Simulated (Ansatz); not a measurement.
Total energies of Si₆O₁₉H₁₄, a hydroxylated oxide cluster from Ansatz at PBE0-D4/def2-TZVP, gas phase (1 Eh = 27.2114 eV = 2625.5 kJ/mol). The reference geometry is relaxed at PBE-D4/def2-SVP.

```xyz
39

Si   -0.236   -0.149   -1.295
Si    2.045    0.357    0.813
Si   -2.116   -1.938    0.225
Si   -0.838    2.835   -1.300
Si    1.795   -2.251   -2.030
Si   -2.005    0.286    2.444
O    -1.990    1.555    1.340
O    -0.029    3.058    0.164
O    -0.325    1.361   -1.929
O    -0.412    3.926   -2.470
O    -2.447    2.911   -0.974
O    -0.822    0.493    3.575
O     1.729    0.620    2.424
O     3.187   -0.841    0.678
O     2.532    1.831    0.163
O     0.618   -0.111    0.150
O    -3.506    0.232    3.151
O    -1.857   -1.176    1.675
O    -1.239   -3.320    0.072
O    -1.682   -0.847   -0.996
O    -3.715   -2.316    0.043
O     0.668   -1.081   -2.352
O     1.509   -2.956   -0.542
O     3.321   -1.531   -1.898
O     1.854   -3.355   -3.250
H    -1.151    2.078    1.265
H     0.935    2.849    0.156
H    -0.914    4.758   -2.423
H    -2.655    2.395   -0.153
H     0.100    0.484    3.230
H     2.499    0.789    2.994
H     3.536   -1.016   -0.237
H     2.908    1.805   -0.736
H    -3.766    1.055    3.600
H    -0.264   -3.240   -0.050
H    -4.269   -1.932    0.745
H     2.007   -2.513    0.183
H     3.927   -1.702   -2.641
H     1.063   -3.404   -3.814
```

```csv
state,geometry,energy (Eh)
charge 0 singlet,reference,-3174.53041
charge 1 doublet,reference,-3174.14835
charge -1 doublet,reference,-3174.52020
free Si atom (triplet),–,-289.24943
free O atom (triplet),–,-75.01860
free H atom (doublet),–,-0.50104
```

Single mean-field runs in def2-TZVP are fitted with def2-universal-jkfit.

(1) Work out the vertical ionisation energy to the doublet.

(2) Work out the vertical electron affinity, to the doublet.

(3) Give the fundamental gap IE − EA, the Mulliken electronegativity (IE + EA)/2 and the hardness (IE − EA)/2.

(4) What is the binding energy per atom against free atoms?

(1) E(charge 1 doublet) − E(charge 0 singlet) = -3174.14835 − (-3174.53041) = 0.38206 Eh = 10.40 eV. For comparison, −ε of the highest occupied level is 8.87 eV at this level, 1.53 eV less.

(2) E(charge 0 singlet) − E(charge -1 doublet) = -3174.53041 − (-3174.52020) = -0.01021 Eh = -0.28 eV; negative, so the extra electron isn't bound. The basis lacks diffuse functions, which makes affinities too small.

(3) From the values in Eh: IE − EA = 0.38206 − (-0.01021) = 0.39227 Eh = 10.67 eV; (IE + EA)/2 = 5.06 eV; (IE − EA)/2 = 5.34 eV. The HOMO–LUMO gap of the same run is 8.02 eV, 2.65 eV smaller than the fundamental gap.

(4) Atoms: 6 × (-289.24943) + 19 × (-75.01860) + 14 × (-0.50104) = -3167.86454 Eh. Binding: -3167.86454 − (-3174.53041) = 6.66587 Eh = 181.39 eV, or 4.65 eV for each of 39 atoms (no zero-point energy, no counterpoise term).

At PBE0-D4/def2-TZVP the highest occupied level of the charge -1 doublet lies above zero (up to 1.46 eV). Energy differences disagree on whether the electron is bound (positive means bound): -0.28 eV (vertical, to the charge 0 singlet, at PBE0-D4/def2-TZVP), but 0.15 eV at PBE-D4/def2-TZVP.
